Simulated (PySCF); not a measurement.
**Nb: excitation energy**

Nb [Kr] 4d4 5s1 (6D) → Nb [Kr] 4d3 5s1 5p1 (high-spin determinant), as a difference of total energies. Computed with PySCF 2.14 in aug-cc-pVTZ-PP with ECP28MDF (6s6p5d3f2g, 88 functions), with a scalar-relativistic core potential. Correlated levels: valence: 4s2 4p6 frozen. The calculations carry no spin-orbit coupling.

| method | excitation energy (eV) |
| --- | --- |
| UHF | 1.494 |
| MP2 (valence) | 2.002 |
| SCS-MP2 (valence) | 1.663 |
| CCSD (valence) | 1.999 |
| CCSD(T) (valence) | 2.015 |

Question: How much does correlation contribute at CCSD(T) (valence)?

Answer: 2.015 − (1.494) = 0.521 eV, measured against UHF.

The determinant of the upper state mixes LS terms, which raises its energy above the lowest term, most at the Hartree-Fock and MP2 levels.
